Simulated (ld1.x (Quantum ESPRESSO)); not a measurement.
An all-electron radial function and its pseudo partner (He)

Columns: radius, all-electron u(r) and pseudo u(r) of the 1s shell (level -15.52 eV) of helium in the configuration 1s2; LDA (PZ), scalar-relativistic, PAW scheme, ld1.x (Quantum ESPRESSO) 7.5.

```json
{"r (bohr)": "0.028", "all-electron": "0.1246", "pseudo": "0.0947"}
{"r (bohr)": "0.055", "all-electron": "0.2320", "pseudo": "0.1846"}
{"r (bohr)": "0.083", "all-electron": "0.3312", "pseudo": "0.2751"}
{"r (bohr)": "0.110", "all-electron": "0.4162", "pseudo": "0.3586"}
{"r (bohr)": "0.138", "all-electron": "0.4942", "pseudo": "0.4400"}
{"r (bohr)": "0.165", "all-electron": "0.5606", "pseudo": "0.5129"}
{"r (bohr)": "0.193", "all-electron": "0.6211", "pseudo": "0.5817"}
{"r (bohr)": "0.220", "all-electron": "0.6721", "pseudo": "0.6413"}
{"r (bohr)": "0.248", "all-electron": "0.7181", "pseudo": "0.6958"}
{"r (bohr)": "0.275", "all-electron": "0.7565", "pseudo": "0.7413"}
{"r (bohr)": "0.303", "all-electron": "0.7906", "pseudo": "0.7815"}
{"r (bohr)": "0.330", "all-electron": "0.8186", "pseudo": "0.8137"}
{"r (bohr)": "0.358", "all-electron": "0.8430", "pseudo": "0.8411"}
{"r (bohr)": "0.385", "all-electron": "0.8624", "pseudo": "0.8622"}
{"r (bohr)": "0.413", "all-electron": "0.8788", "pseudo": "0.8794"}
{"r (bohr)": "0.440", "all-electron": "0.8914", "pseudo": "0.8921"}
{"r (bohr)": "0.468", "all-electron": "0.9013", "pseudo": "0.9018"}
{"r (bohr)": "0.495", "all-electron": "0.9082", "pseudo": "0.9084"}
{"r (bohr)": "0.523", "all-electron": "0.9129", "pseudo": "0.9129"}
{"r (bohr)": "0.550", "all-electron": "0.9152", "pseudo": "0.9152"}
{"r (bohr)": "0.578", "all-electron": "0.9156", "pseudo": "0.9156"}
{"r (bohr)": "0.605", "all-electron": "0.9142", "pseudo": "0.9142"}
{"r (bohr)": "0.633", "all-electron": "0.9112", "pseudo": "0.9112"}
{"r (bohr)": "0.660", "all-electron": "0.9069", "pseudo": "0.9069"}
{"r (bohr)": "0.688", "all-electron": "0.9011", "pseudo": "0.9011"}
{"r (bohr)": "0.715", "all-electron": "0.8944", "pseudo": "0.8944"}
```

Problem. How many radial nodes do the two functions have?

Solution. The all-electron 1s function has n − l − 1 = 0; the pseudo-wave has 0.

Problem. At about which radius was the pseudo-wave matched?

Solution. 0.55 bohr. The columns agree to 0.0005 from 0.49 bohr on; several derivatives are matched, so the curves merge somewhat inside the radius.

Problem. Where does each function peak?

Solution. Outermost all-electron maximum near 0.58 bohr, pseudo maximum near 0.58 bohr (to the table’s step).

Problem. Is the pseudo-wave norm-conserving?

Solution. No, it belongs to a PAW set: the norm inside the radius is not constrained, and the difference is carried by the augmentation charge.
